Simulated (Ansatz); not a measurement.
Geometry optimisation, Ansatz 0.2.0, RKS PBE/def2-SVP.

Input:

```yaml
crystal:
  periodic: [false, false, false]
  atoms:
    - { symbol: W, position_ang: [0.217738, 0.205082, -0.461388] }
    - { symbol: O, position_ang: [0.146039, 0.014697, 2.65827] }
    - { symbol: H, position_ang: [-0.698816, 0.498472, 2.74072] }
    - { symbol: H, position_ang: [1.415249, -0.696655, 0.277005] }
    - { symbol: H, position_ang: [-0.761634, 1.230448, 0.429261] }
    - { symbol: H, position_ang: [-1.35693, -0.316999, -0.080189] }
    - { symbol: H, position_ang: [-0.040844, -1.456785, -0.215813] }
    - { symbol: H, position_ang: [0.329631, 0.454343, -2.166189] }
    - { symbol: Cl, position_ang: [1.730479, 1.832083, 0.390665] }
    - { symbol: H, position_ang: [0.796589, 0.753115, 2.529159] }
basis:
  gaussian: { orbitals: def2-SVP }
hamiltonian:
  xc: pbe
relax:
  f_tol: 0.03
  max_steps: 50
output:
  orbitals: {}
```

Command:

```bash
$ ansatz run input.yaml --threads 2 --pin off --max-ram 3072MiB --backend cpu --events-out ev --progress --plain --runs-dir out
```

**Question.** Where does it end, and by what steps?

**Answer.** The forces met the threshold. After 21 steps the energy has fallen by 1.128 eV; Cl9 moved furthest, 1.58 Å. Joined: W1–O2 (3.13 → 2.36 Å).

```json
{"step": "0", "energy less start (eV)": "0.0000", "largest force component (eV/Å)": "0.523", "accepted": "yes"}
{"step": "1", "energy less start (eV)": "-0.0724", "largest force component (eV/Å)": "1.320", "accepted": "yes"}
{"step": "2", "energy less start (eV)": "-0.1588", "largest force component (eV/Å)": "1.084", "accepted": "yes"}
{"step": "3", "energy less start (eV)": "-0.1845", "largest force component (eV/Å)": "0.549", "accepted": "yes"}
{"step": "4", "energy less start (eV)": "-0.2056", "largest force component (eV/Å)": "0.414", "accepted": "yes"}
{"step": "5", "energy less start (eV)": "-0.2121", "largest force component (eV/Å)": "0.199", "accepted": "yes"}
{"step": "6", "energy less start (eV)": "-0.2149", "largest force component (eV/Å)": "0.134", "accepted": "yes"}
{"step": "7", "energy less start (eV)": "-0.2157", "largest force component (eV/Å)": "0.082", "accepted": "yes"}
{"step": "8", "energy less start (eV)": "-0.2166", "largest force component (eV/Å)": "0.040", "accepted": "yes"}
{"step": "9", "energy less start (eV)": "-0.2142", "largest force component (eV/Å)": "0.896", "accepted": "no"}
{"step": "10", "energy less start (eV)": "-0.2201", "largest force component (eV/Å)": "0.217", "accepted": "yes"}
{"step": "11", "energy less start (eV)": "-0.2294", "largest force component (eV/Å)": "0.546", "accepted": "yes"}
{"step": "12", "energy less start (eV)": "-0.2731", "largest force component (eV/Å)": "1.020", "accepted": "yes"}
{"step": "13", "energy less start (eV)": "-0.4771", "largest force component (eV/Å)": "0.859", "accepted": "yes"}
{"step": "14", "energy less start (eV)": "-0.7213", "largest force component (eV/Å)": "0.475", "accepted": "yes"}
{"step": "15", "energy less start (eV)": "-0.8880", "largest force component (eV/Å)": "0.466", "accepted": "yes"}
{"step": "16", "energy less start (eV)": "-1.0004", "largest force component (eV/Å)": "0.498", "accepted": "yes"}
{"step": "17", "energy less start (eV)": "-1.0709", "largest force component (eV/Å)": "0.681", "accepted": "yes"}
{"step": "18", "energy less start (eV)": "-1.1002", "largest force component (eV/Å)": "0.724", "accepted": "yes"}
{"step": "19", "energy less start (eV)": "-1.1218", "largest force component (eV/Å)": "0.128", "accepted": "yes"}
{"step": "20", "energy less start (eV)": "-1.1258", "largest force component (eV/Å)": "0.114", "accepted": "yes"}
{"step": "21", "energy less start (eV)": "-1.1281", "largest force component (eV/Å)": "0.016", "accepted": "yes"}
```

```xyz
10
Properties=species:S:1:pos:R:3
W 0.473 0.591 0.055
O -0.290 -0.249 2.121
H -0.785 0.425 2.622
H 1.658 -0.333 0.880
H -0.744 1.566 0.765
H -1.081 -0.003 -0.220
H 0.269 -1.070 -0.156
H 0.119 0.050 -1.487
Cl 1.710 2.084 -1.165
H 0.448 -0.541 2.687
```

Whether the end is a true minimum wasn't checked by a vibrational analysis.

The run took 50 s on 2 threads of Arm Neoverse V1, on a shared host, peak memory 0.14 GiB.
